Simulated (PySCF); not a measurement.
# Predicted spectroscopic data

[PySCF: structure optimised with GFN2-xTB; PBE0/pcSseg-1 with gauge-including orbitals; one conformer; no relativistic terms; rapidly exchanging positions averaged; in vacuum]

Scale: 1H, 13C against TMS (reference shieldings calculated alike). Splittings of carbon signals by F and P are missing where no couplings were computed. Where no couplings were computed, multiplicities follow the n + 1 count of equivalent neighbours, and m marks all less simple cases (inequivalent or close neighbours, rings, F or P nearby). Shifts are as computed. Against solution values, carbons near 30 ppm lie about +3 ppm off and those near 130 ppm about +5 ppm. Of 1211 compounds with measured shifts, 218 miss one by over three times the rms of a fit or turn the order of signals round; such compounds aren't used in these exercises.

**1.** SMILES C[SiH]1CCPCC1, C5H13PSi. 1H NMR (500 MHz, computed): δ 4.21 (m, 1H), 3.56 (m, 1H), 1.99 (m, 2H), 1.93 (m, 2H), 1.09 (m, 2H), 0.96 (m, 2H), 0.15 (d, 3H). 13C{1H} NMR (computed): δ 21.8 (CH2), 12.1 (CH2), -7.0 (CH3).

**2.** `F[C@@H]1CCC(C(F)(F)F)=CO1`, C6H6F4O. 1H NMR (500 MHz, computed): δ 7.22 (m, 1H), 6.13 (m, 1H), 2.66 (m, 1H), 2.23 (m, 1H), 2.13 (m, 1H), 1.55 (m, 1H). 13C{1H} NMR (computed): δ 151.1 (CH), 133.3 (C), 112.8 (C), 107.3 (CH), 27.9 (CH2), 16.5 (CH2).

**3.** `C(=C)n1cpc([SiH3])c1`, C5H8NPSi. 1H NMR (500 MHz, computed): δ 8.89 (m, 1H), 7.36 (m, 1H), 7.01 (m, 1H), 5.49 (m, 1H), 5.04 (m, 1H), 4.63 (m, 3H). 13C{1H} NMR (computed): δ 156.5, 142.5, 137.1, 135.2, 103.3.
